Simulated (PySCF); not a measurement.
Input for PySCF: R-HF/3-21G on H5NOSe (a complex).

```python
from pyscf import gto, scf, dft, mp
from pyscf.data.elements import chemcore

mol = gto.M(
    atom='''
    N    -1.07292101    0.40476374    0.50212133
    Se    0.39155693   -0.45012421   -0.29184315
    H    -1.14490648    1.36278812    0.18172996
    H    -1.93319109   -0.08622279    0.29239135
    H    -0.03128953   -0.39510186   -1.71329138
    O    -0.20334475    0.36879315    3.33454902
    H    -0.57861807    0.39414759    2.43657248
    H    -0.30254400   -0.54208215    3.62688621
    ''',
    basis='3-21g',
    charge=0, spin=0, verbose=3, max_memory=1800)
mf = scf.RHF(mol)
mf.conv_tol = 1e-8
mf.max_cycle = 100
mf.kernel()
if not mf.converged:
    mf = mf.newton().run(mf.mo_coeff, mf.mo_occ)
```

### Question
Give the final energy of this run.

### Answer
-2519.9279 hartree.
